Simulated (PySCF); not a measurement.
CBrF2, SMILES F[C](F)Br, multiplicity 2. Geometry optimised at PBE-D3(BJ)/def2-SVP. The isomer is the one that the SMILES or the coordinates give; other isomers of the formula were not compared.

Computed equilibrium geometry at PBE-D3(BJ)/def2-SVP (PySCF confirms it by a frequency run) as a Z-matrix, and its point group:
point group Cs.
```
C
F 1 1.3254
F 1 1.3254 2 110.57
Br 1 1.9271 2 113.84 3 -129.64
```
Charge 0, spin multiplicity 2.
